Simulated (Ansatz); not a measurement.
Total energies of CH5MoNO3, SMILES `C[O][Mo]([NH2])(=[O])=[O]`.

```csv
atom,x (Å),y (Å),z (Å)
C1,-0.370,1.914,-0.499
O2,0.124,0.664,-0.915
Mo3,0.813,-0.779,0.035
N4,-0.605,-1.972,0.566
O5,1.552,-0.199,1.430
O6,1.886,-1.615,-0.954
H7,-1.439,1.841,-0.277
H8,-0.227,2.633,-1.309
H9,0.156,2.271,0.393
H10,-1.035,-1.954,1.478
H11,-0.855,-2.804,0.053
```

Total charge 0; spin multiplicity 1. Correlated methods include outer-core shells of Mo, which these sets cover unevenly. Mo takes the def2 core potential. The structure was optimised at the PBE0-D4/def2-TZVP level. It is one conformer, not always the lowest. Basis def2-TZVPP, Ansatz.

RPA on PBE orbitals: Hartree–Fock energy of these orbitals -387.45183 Eh, correlation -2.49233 Eh (frozen core).

```
functional  energy without D4 (Eh)  D4 term (kJ/mol)
       PBE              -389.75480             -25.6
   r2SCAN0              -389.80635              -7.6
```

Q: Give the same for LDA (SPW92), revPBE, BLYP, r2SCAN, B97M-V, PBE0, B3LYP, r2SCANh, HSE06 (plane-wave form), BHLYP, CAM-B3LYP, LC-ωPBE, ωB97X-V, ωB97M-V, B2PLYP, PBE-QIDH. (Best estimate.)

A: The calculation gave: 
```csv
functional,energy without D4 (Eh),D4 term (kJ/mol)
LDA (SPW92),-387.53716,–
revPBE,-390.03262,-73.1
BLYP,-389.99343,-55.4
r2SCAN,-389.94371,-6.4
B97M-V,-389.98438,–
PBE0,-389.67743,-21.8
B3LYP,-390.07621,-41.2
r2SCANh,-389.88778,-6.9
HSE06 (plane-wave form),-389.66239,-20.4
BHLYP,-389.71861,-32.4
CAM-B3LYP,-389.87616,-22.2
LC-ωPBE,-389.84958,–
ωB97X-V,-389.88573,–
ωB97M-V,-389.83410,–
B2PLYP,-389.75912,–
PBE-QIDH,-389.57524,–
```

B3LYP takes the VWN-RPA correlation (the form of Gaussian; ORCA's B3LYP/G). HSE06 is the plane-wave form, built on full-range PBE exchange. The double hybrids freeze the cores in their second-order part.

LC-ωPBE has ω = 0.4 bohr⁻¹.
